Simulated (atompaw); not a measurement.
**Before and after: PAW (atompaw) potential for Pd (Z = 46)**

```
Element                 : Pd (Z = 46)
Generator               : atompaw 4.2.0.5
Type                    : PAW
Functional              : LDA (PW92)
Relativity              : scalar-relativistic
Frozen core             : [Ar] 3d10
Valence charge          : 18
Reference configuration : 4s2 4p6 4d9.75 5s0 5p0 (charge +0.25)
Partial waves           : 4s (bound): rc 1.20 bohr; 5s (bound, empty): rc 2.05 bohr; 4p (bound): rc 1.35 bohr; 5p (bound, empty): rc 2.05 bohr; 4d (bound): rc 1.75 bohr; 4d channel at -0.15 Ry: rc 1.75 bohr; 4f channel at 0.25 Ry: rc 1.80 bohr; 4f channel at 1.8 Ry: rc 2.05 bohr
Local potential         : bessel scheme, radius 1.80 bohr
Core correction         : smooth core density matched at 1.55 bohr
Augmentation charge     : sinc compensation charge, radius 1.80 bohr; PAW radius 2.05 bohr; waves and projectors: custom polynom vanderbiltortho
```

All-electron outer shells of the reference configuration (LDA (PW92), scalar-relativistic, ld1.x):

| shell | level (eV) | outermost node (bohr) | outermost maximum (bohr) |
| --- | --- | --- | --- |
| 3p | -518.36 | 0.15 | 0.34 |
| 3d | -328.50 | – | 0.28 |
| 4s | -87.99 | 0.45 | 0.85 |
| 4p | -53.90 | 0.46 | 0.91 |
| 4d | -6.71 | 0.45 | 1.10 |
| 5s | -5.38 | 1.15 | 2.58 |
| 5p | -1.62 | 1.31 | 3.66 |

Change: local potential bessel scheme, radius 1.02 bohr.

Cutoffs: the cutoffs (Ry, on a coarse ladder) from which the occupation-weighted sum of valence levels, in a spherical-Bessel basis at the reference potential, stays within 10 and 1 mRy of its value at 400 Ry; they do not see the model core or the augmentation charge, which bear on the density cutoff.

Question: What does the change do?

Answer: The potential gets neither clearly harder nor softer (55 Ry and 90 Ry → 55 Ry and 80 Ry); the range in which the s phases agree narrows (upper end at the end of the scan → 3.4); the range in which the p phases agree narrows (upper end at the end of the scan → 1.4); neither file shows a bound ghost.

| quantity | base | changed |
| --- | --- | --- |
| cutoff, loose | 55 Ry | 55 Ry |
| cutoff, tight | 90 Ry | 80 Ry |
| bound ghosts | none | none |
| s: phases at 2.06 bohr within 0.05 rad from the reference energy up to (Ry; the scan ends near 5) | to the end of the scan | 3.4 |
| p: phases at 2.06 bohr within 0.05 rad from the reference energy up to (Ry; the scan ends near 5) | to the end of the scan | 1.4 |
| d: phases at 2.06 bohr within 0.05 rad from the reference energy up to (Ry; the scan ends near 5) | 4.0 | to the end of the scan |
| f: phases at 2.06 bohr within 0.05 rad from the reference energy up to (Ry; the scan ends near 5) | to the end of the scan | 3.1 |
| lowest overlap eigenvalue by channel | s 0.58, p 0.53, d 0.98, f 0.84 | s 0.56, p 0.54, d 0.93, f 0.31 |

 The cutoffs see the waves, projectors and local potential, not the compensation charge or the core.
